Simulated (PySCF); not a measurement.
# HTiN + NH₃ → TiH₄ + N₂

Level: PBE0 in the def2-TZVP basis family, all electrons, no relativity, computed in PySCF with density fitting; open shells unrestricted.

```json
{"species": "HTiN", "state and structure": "singlet, Cs, Ti–H 1.770 Å, Ti–N 1.547 Å; H–Ti–N 110.0°", "E (Eh)": "-904.46665", "ZPE (kJ/mol)": "19.4", "H(298 K) − H(0) (kJ/mol)": "10.6", "S° (J/(mol K))": "244.0"}
{"species": "NH₃", "state and structure": "singlet, C3v, N–H 1.013 Å (×3); H–N–H 107.1° (×3)", "E (Eh)": "-56.51312", "ZPE (kJ/mol)": "90.6", "H(298 K) − H(0) (kJ/mol)": "10.0", "S° (J/(mol K))": "192.4"}
{"species": "TiH₄", "state and structure": "singlet, Td, Ti–H 1.693 Å (×4)", "E (Eh)": "-851.52217", "ZPE (kJ/mol)": "58.5", "H(298 K) − H(0) (kJ/mol)": "12.5", "S° (J/(mol K))": "223.2"}
{"species": "N₂", "state and structure": "singlet, D∞h, N–N 1.089 Å", "E (Eh)": "-109.44629", "ZPE (kJ/mol)": "14.9", "H(298 K) − H(0) (kJ/mol)": "8.7", "S° (J/(mol K))": "191.4"}
```

Question: What is the electronic reaction energy?

Answer: At PBE0/def2-TZVP, ΔE = 29.7 kJ/mol from the differences of the total energies times 2625.5, uphill. 

Question: Add zero-point, thermal and entropy terms for 298.15 K and 1 bar.

Answer: ΔZPE = -36.6 and Δ[H(298) − H(0)] = 0.6 kJ/mol give ΔH° = -6.3 kJ/mol. ΔS° = -21.8 J/(mol K), so ΔG° = -6.3 − 298.15 × (-0.0218) = 0 kJ/mol and log₁₀K = 0.0.

Only the bonding shown was studied: isomers, or loss of a ligand pair, can lie lower.
